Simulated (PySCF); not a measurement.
**Ionisation energy of Hf³⁴⁺ by level of theory**

Hf³⁴⁺ [Kr] 4d2 (3F) → Hf³⁵⁺ [Kr] 4d1 (2D), as a difference of total energies. Computed with PySCF 2.14 in an uncontracted even-tempered set (18 s from 3.2 bohr⁻², ratio 2.5; 12 p from 4.1 bohr⁻², ratio 2.5; 9 d from 4.1 bohr⁻², ratio 2.5; 4 f from 17 bohr⁻², ratio 2.7; 3 g from 25 bohr⁻², ratio 2.7), with the non-relativistic Hamiltonian (point nucleus). Correlated levels: outer shells: [Ar] 3d10 frozen; virtual orbitals above 40 to 60 times the deepest correlated orbital energy dropped. The calculations carry no spin-orbit coupling.

```tsv
method	ionisation energy (eV)
UHF	1409.2
LDA	1410.6
PBE	1410.7
PBE0	1410.8
r2SCAN	1410.7
BHandHLYP	1410.6
PBEsol	1410.5
MP2 (outer shells)	1408.9
SCS-MP2 (outer shells)	1408.9
```

Spin-orbit coupling is strong in these open shells (close to jj coupling). The scalar numbers leave it out and a first-order estimate fails, so it can dominate the gap to the real levels.

All relativistic terms are absent from these numbers, so their closeness to the reference says little about the methods.

For comparison: 1417 ± 5 eV (theoretical estimate listed by NIST; NIST Atomic Spectra Database, ionization energies).
